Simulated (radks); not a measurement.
Results of a calculation; reference values are marked as such.
Gd+, 63 electrons, occupied as [Xe] 4f6.5 5d1 6s1.5 (fractional occupations, a model configuration). Code: a radial shooting solver on a logarithmic mesh with Libxc functionals. Model: Dirac Kohn-Sham, BLYP, spin-unpolarised, spherical densities, point nucleus; open shells are shared between the two j in proportion to 2j + 1.

X-ray form factor f0, the Fourier transform of the density (f0(0) = 63):

sin(theta)/lambda (1/angstrom),f0 (electrons)
0.05,61.905
0.1,59.188
0.15,55.828
0.2,52.376
0.25,49.008
0.3,45.800
0.4,40.092
0.5,35.393
0.6,31.498
0.8,25.372
1,21.024
1.25,17.532
1.5,15.244
2,11.632
